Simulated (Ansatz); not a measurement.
Input file for Ansatz (a quantum-chemistry and plane-wave program): R-CCSD(T)/def2-TZVPP on CH4OSn (SMILES [CH3][Sn][OH]), a point of a bond scan (R = 0.963 Å). Elements past Kr take the def2 small-core potentials; no spin–orbit coupling. The run froze 11 orbitals, filled d shells among them.

Ansatz 0.2 input:
```yaml
crystal:
  periodic: [false, false, false]
  atoms:
    - {symbol: Sn, position_ang: [0.02238006, -0.06360862, 0.38858019]}
    - {symbol: C, position_ang: [0.41947667, 1.60722086, -0.98166041]}
    - {symbol: H, position_ang: [-0.20201734, 2.46931644, -0.72594186]}
    - {symbol: H, position_ang: [0.20079564, 1.28779189, -2.00052818]}
    - {symbol: H, position_ang: [1.46422512, 1.92099925, -0.91166492]}
    - {symbol: O, position_ang: [-0.53752719, -1.25054683, -1.13046981]}
    - {symbol: H, position_ang: [-0.79864880, -2.13662709, -0.85715367]}
basis:
  gaussian:
    orbitals: def2-TZVPP
    pivot_positions_ang: [[0.02238006, -0.06360862, 0.38858019], [0.41947667, 1.60722086, -0.98166041], [-0.20201734, 2.46931644, -0.72594186], [0.20079564, 1.28779189, -2.00052818], [1.46422512, 1.92099925, -0.91166492], [-0.53752719, -1.25054683, -1.13046981], [-0.79864880, -2.13662709, -0.85715367]]
magnetization: {spin_polarized: false}
correlation: {method: ccsd_t, electrons: outside_noble_gas}
scf: {lower_state_search: off}
output: {orbitals: {seedname: ./end}}
```

The head of its log:

```
WARN ansatz: RAYON_NUM_THREADS=1 ignored (pool sized by the plan → 1); use --threads N
Functional definition: HF
these checks for a lower state are left out or cut short: stability, starts, cluster_reference, orbital_swaps, neighbouring_geometries, increment
integrals: 0.48 GiB planned
1299 factors; integrals over basis functions are off by at most 3.1e-4 eV
mean field: 0.51 GiB planned
mean field evaluation 1: about -8932.8419 eV, gradient 5.0e1 eV
mean field evaluation 2: about -8932.9670 eV, gradient 5.0e1 eV
mean field evaluation 4: about -8938.1336 eV, gradient 4.4e0 eV
mean field evaluation 8: about -8938.2346 eV, gradient 6.4e-1 eV
mean field evaluation 16: about -8938.2361 eV, gradient 4.5e-6 eV
mean field -8938.23613761 eV, -328.4741195031 hartree, gradient 4.5e-6 eV, S^2 0.000000; 0 other end points of the search recorded, 0 dependent functions left out
11 core orbitals not correlated
reference -8938.23613761 eV, -328.4741195031 hartree; 9, 9 occupied and 148, 148 virtual orbitals, 1299 factors
```

### Question
What total energy does the run end on?

### Answer
-329.0344 hartree (reference determinant -328.4741, T1 diagnostic 0.016).
